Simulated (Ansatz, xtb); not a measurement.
# Two conformers of CH3FInS

Structure X: `C[S][In][F]`, a doublet. Structure Y: `C[S][In][F]`, a doublet. Both are isolated molecules in the gas phase, relaxed with B3LYP-D3(BJ)/def2-SVP.

X (Å):

```xyz
7

C     0.5412    0.9056    1.1544
F    -0.9828   -3.5393    3.3371
In   -0.9798   -2.0581    2.0083
S     0.7666   -0.3074    2.5109
H    -0.4601    1.3572    1.1696
H     0.7391    0.4608    0.1697
H     1.2825    1.6987    1.3327
```

Y (Å):

```yaml
atoms:
  - { symbol: C, position_ang: [-0.2785, 0.9570, -0.0713] }
  - { symbol: F, position_ang: [-1.6021, -1.1568, -2.1710] }
  - { symbol: In, position_ang: [-2.9325, -0.9075, -0.6910] }
  - { symbol: S, position_ang: [-1.8413, 0.7303, 0.8789] }
  - { symbol: H, position_ang: [-0.1792, 2.0167, -0.3450] }
  - { symbol: H, position_ang: [-0.2905, 0.3456, -0.9849] }
  - { symbol: H, position_ang: [0.5684, 0.6513, 0.5587] }
```

Task: Which of the two would you expect CCSD(T)/def2-SVP + ΔMP2/def2-TZVPP electronic energies to favour?

Result: Too close to call at this level: CCSD(T)/def2-SVP + ΔMP2/def2-TZVPP gives E(Y) − E(X) = −0.012 eV.

Level by level:

| level | geometry | E(Y) − E(X) (eV) | departure from the last row (eV) | job, with rough time for the two |
| --- | --- | --- | --- | --- |
| B3LYP-D3(BJ)/def2-SVP | B3LYP-D3(BJ)/def2-SVP | −0.053 | −0.041 | optimisation, 1.7 min |
| HF/def2-SVP | B3LYP-D3(BJ)/def2-SVP | −0.010 | +0.002 | part of the CCSD(T) run |
| MP2/def2-SVP | B3LYP-D3(BJ)/def2-SVP | −0.042 | −0.030 | part of the CCSD(T) run |
| CCSD(T)/def2-SVP | B3LYP-D3(BJ)/def2-SVP | −0.041 | −0.029 | single point |
| CCSD(T)/def2-SVP + ΔMP2/def2-TZVPP | B3LYP-D3(BJ)/def2-SVP | −0.012 |  | single point, 55 s |

The largest departure from CCSD(T)/def2-SVP + ΔMP2/def2-TZVPP is that of B3LYP-D3(BJ)/def2-SVP, 0.041 eV. Levels run at GFN2-xTB geometries aren't shown. The last row adds to CCSD(T) the change of the MP2 difference between the two basis sets, here +0.029 eV.

With harmonic frequencies from B3LYP-D3(BJ)/def2-SVP (ideal gas, rigid rotor, one conformer each, 298.15 K, 1 atm): on the last row, ΔE + ΔZPE = −0.003 eV. A mode under 50 cm⁻¹ makes harmonic enthalpies and free energies unreliable, so none is given.

Open shells are spin-unrestricted. The correlated steps freeze 11 core orbitals; the filled d shell of In is correlated, in a basis made for valence electrons. Atoms past krypton carry core potentials in the def2 sets and no spin–orbit term is included. Programs: Ansatz 0.2.0; the last row on 2 threads of Intel(R) Xeon(R) Platinum 8375C CPU @ 2.90GHz (Ice Lake) on a shared host.
